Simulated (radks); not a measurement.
Species: Cd. Configuration: [Kr] 4d10 5s2.

Calculated with a radial shooting solver on a logarithmic mesh with Libxc functionals: scalar-relativistic Kohn-Sham, LB94 model potential, spin-polarised, spherical densities, finite nucleus; Fermi nuclear charge, rms radius 4.6087 fm.

Energy parts (hartree):
kinetic: 5841.53009
electron-nucleus: -13554.94068
Hartree: 2273.52666
(The LB94 potential has no energy functional, so no total or exchange-correlation energy is given.)

Orbitals (lengths in bohr, moments of r in powers of bohr; r(max) is where P^2 peaks):
orbital  occ.  eigenvalue (hartree)   r(max)
1s          2             -979.8485  0.01967
2s          2             -146.1172   0.1111
2p          6             -131.3116  0.08884
3s          2             -27.60191   0.3242
3p          6             -22.72521   0.3174
3d         10             -15.06570   0.2653
4s          2              -4.09409   0.7922
4p          6              -2.66611   0.8436
4d         10              -0.64519   0.9852
5s          2              -0.38449    2.232

The highest occupied level is 5s at -10.462 eV. For comparison, the ionisation energy in NIST's Atomic Spectra Database is 8.994 eV (measured). In exact Kohn-Sham theory the highest level is minus the ionisation energy, but local and semilocal functionals leave it too shallow, through self-interaction and a potential that decays too fast; potentials with the right tail come closer. The density falls to 0.001 e/bohr^3 at r = 4.23 bohr. The electron density at the nucleus is 1.637e+05 e/bohr^3 (large components only). Summed over all electrons, <r^2> = 47.30 bohr^2, which gives a Langevin (diamagnetic) susceptibility term of -37.5 x 10^-6 cm^3/mol.
